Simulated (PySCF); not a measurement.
# Structure elucidation problem

An unknown has the formula CH$_{10}$N$_{2}$OSi$_{3}$. Its calculated NMR data are:

¹H NMR (300 MHz, computed): δ 8.38 (s, 1H), 5.36 (s, 2H), 4.76 (s, 6H), 4.40 (br s, 1H).

¹³C{¹H} NMR (computed): δ 167.9 (CH).

Calculated, not measured (PySCF 2.14): shielding tensors at PBE0/pcSseg-1 (GIAO), geometry from GFN2-xTB. Relativity neglected, one computed conformer, no solvent model, averaged over atoms made equivalent by symmetry, fast rotation or ring inversion.

Referencing at the same level of theory: ¹H and ¹³C against TMS.

Q: Which candidate is it?
A. N[Si@H]1CO[SiH2][SiH2]N1
B. N[Si@@H](C=O)N([SiH3])[SiH3]
C. CN[Si@@H]1[SiH2]O[Si@H]1N
D. O=CN[SiH2]N([SiH3])[SiH3]
E. NC(=O)[SiH2]N([SiH3])[SiH3]

A: D. 

Rings plus π bonds: 1 (no ring in the answer). Carbon types of the structure: 1 × CH, leaving 9 H on heteroatoms. δC 167.9: amide carbonyl carbon; lone-pair donation from the attached heteroatom keeps it upfield of a ketone carbonyl. δH 8.38: hydrogen on an amide carbonyl carbon. δH 5.36: hydrogen on a silicon bonded to 2 N. δH 4.76: hydrogen on a silicon bonded to N. δH 4.40: hydrogen on an amide-type nitrogen; labile proton, position sensitive to the medium.

The others: N[Si@H]1CO[SiH2][SiH2]N1 would give 7 signals for carbon-bound and other non-exchanging H, not 3; CN[Si@@H]1[SiH2]O[Si@H]1N would give 5 signals for carbon-bound and other non-exchanging H, not 3; N[Si@@H](C=O)N([SiH3])[SiH3] has carbons computed at 253.3; NC(=O)[SiH2]N([SiH3])[SiH3] would give 2 signals for carbon-bound and other non-exchanging H, not 3.

OH and NH positions are those of a molecule without intermolecular hydrogen bonds; in solution they move with solvent, concentration and temperature, and exchange usually removes their couplings. Shifts are as computed. Against solution values, carbons near 30 ppm lie about +3 ppm off and those near 130 ppm about +5 ppm. Of 1309 compounds with measured shifts, 239 miss one by over three times the rms of a fit or turn the order of signals round; such compounds aren't used in these exercises. The C=O carbon of an acid or of an amide with N–H lies up to 10 ppm further downfield in solution, through hydrogen bonding that the calculation lacks. Multiplicities follow the n + 1 count of equivalent neighbours, as no J values were calculated; m marks all less simple cases, F and P coupling included.
